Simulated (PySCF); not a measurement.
One of the candidates below gave these computed data.

All candidates are C3H14OSi3.

| technique | computed result |
| --- | --- |
| UV, first state | lowest singlet excitation: 5.72 eV (217 nm, f = 0.016) [TDDFT B3LYP/def2-SVPD] |
| Triplet | lowest triplet excitation (Tamm–Dancoff): 5.23 eV [TDA B3LYP/def2-SVPD] |
| 13C NMR | chemical shifts (computed TMS as zero) by class: 26.9 (1 C), 21.5 (1 C), 13.4 (1 C) ppm [GIAO KT3/pcSseg-1] |
| Polarisability | 125.7 au [B3LYP/def2-SVPD] |
| Valence photoelectron | vertical ionisation energy: 9.29 eV [ΔSCF B3LYP/def2-SVPD] |
| NMR, other nuclei | isotropic shieldings of nuclei other than C and H, by class: 333 (1 O), 386 (1 Si), 404 (1 Si), 435 (1 Si) ppm [GIAO KT3/pcSseg-1] |
| Rotational structure | rotational constants A, B, C: 3.694, 0.482, 0.457 GHz [PBE0-D3(BJ)/def2-SVP] |

The electronic properties come from PySCF, for the isolated species, density fitting. Levels stand in brackets. The structure is a single PBE0-D3(BJ)/def2-SVP conformer in the gas phase; no vibrational or solvent corrections. Each NMR value is the plain mean over a class of atoms that symmetry, rotation or inversion makes alike.

Question: Which candidate is it?
A. `CC(C)O[SiH]([SiH3])[SiH3]`
B. `CC(C)O[SiH2][SiH2][SiH3]`
C. `CCC[SiH2][SiH2]O[SiH3]`

Answer: C. It is `CCC[SiH2][SiH2]O[SiH3]`. Numbering: `[CH3:1][CH2:2][CH2:3][SiH2:4][SiH2:5][O:6][SiH3:7]`. Its formula, C3H14OSi3, gives 0 degrees of unsaturation, so no ring and no π bond. 3 carbons fall into 3 classes; from least to most shielded: chain CH2 carbon [C2] (26.9 ppm), methyl carbon [C1] (21.5 ppm), sp3 carbon bound to silicon [C3] (13.4 ppm). The other shieldings belong to: 333 ppm, siloxane oxygen [O6]; 386 ppm, oxygen-bound silicon [Si5]; 404 ppm, oxygen-bound silicon [Si7]; 435 ppm, SiH2 silicon [Si4]. S1 is mainly HOMO→LUMO (weight 0.98); the largest Löwdin shares of the orbital it empties are 0.25 on the SiH2 silicon, 0.24 on an oxygen-bound silicon, 0.18 on the siloxane oxygen and 0.08 on the sp3 carbon bound to silicon, of the orbital it fills 0.22 on an oxygen-bound silicon, 0.14 on the SiH2 silicon, 0.13 on an oxygen-bound silicon and 0.10 on the siloxane oxygen. The optimised geometry has point group C1 and is an asymmetric top.

The others, at the same levels:
- `CC(C)O[SiH]([SiH3])[SiH3]` fails: it has 2 carbon classes against 3; its computed 13C shifts are 72.7 (1 C), 25.9 (2 C) ppm, vertical ionisation energy is 9.08 eV (against 9.29 eV) and static isotropic polarisability is 133.2 au (against 125.7 au).
- `CC(C)O[SiH2][SiH2][SiH3]` fails: it has 2 carbon classes against 3; its computed 13C shifts are 72.6 (1 C), 24.9 (2 C) ppm, lowest singlet excitation is 6.12 eV (203 nm, f = 0.091) (against 5.72 eV) and lowest triplet excitation (Tamm–Dancoff) is 5.47 eV (against 5.23 eV).

Each candidate is one conformer, not necessarily the lowest. Dipoles, sizes and rotational constants follow the conformer. The torsions of the flexible species, by atom-mapped SMILES:
- `[CH3:1][CH2:2][CH2:3][SiH2:4][SiH2:5][O:6][SiH3:7]`: C1–C2–C3–Si4 179°, C2–C3–Si4–Si5 59°, C3–Si4–Si5–O6 176°, Si4–Si5–O6–Si7 47°
- `[CH3:1][CH:2]([CH3:3])[O:4][SiH:5]([SiH3:6])[SiH3:7]`: C1–C2–O4–Si5 101°, C2–O4–Si5–Si6 -176°
- `[CH3:1][CH:2]([CH3:3])[O:4][SiH2:5][SiH2:6][SiH3:7]`: C1–C2–O4–Si5 85°, C2–O4–Si5–Si6 179°, O4–Si5–Si6–Si7 21°
